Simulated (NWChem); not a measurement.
System: AlNH$_{3}$OCl; SMILES [NH2][Al]([OH])[Cl]

Here is an NWChem input.

```
start job
memory heap 200 mb stack 900 mb global 1100 mb
geometry units angstroms
  Al     0.086558    -0.342612     0.000000
  Cl    -0.157396     1.750417     0.000000
  O      1.687212    -0.931461     0.000000
  H      1.886716    -1.874967     0.000000
  N     -1.367723    -1.351451     0.000000
  H     -1.393461    -2.362782     0.000000
  H     -2.305287    -0.969609     0.000000
end
basis spherical
  * library sto-3g
end
dft
  xc hfexch
  iterations 150
end
driver
  maxiter 120
end
task dft optimize
task dft freq
```

The level has its own optimisation; frequencies are unscaled.

Problem. Predict the main results of this run. (Hartree-Fock/STO-3G.) Quantities: r Al–Cl (Å); r Al–O (Å); r Al–N (Å); r H–O (Å); highest harmonic frequency (cm⁻¹); lowest (cm⁻¹); zero-point energy (kcal/mol); dipole (D).

Solution. 
- r Al–Cl (Å): 2.067
- r Al–O (Å): 1.666
- r Al–N (Å): 1.705
- r H–O (Å): 0.984
- highest harmonic frequency (cm⁻¹): 4253
- lowest (cm⁻¹): 205
- zero-point energy (kcal/mol): 29.7
- dipole (D): 4.25
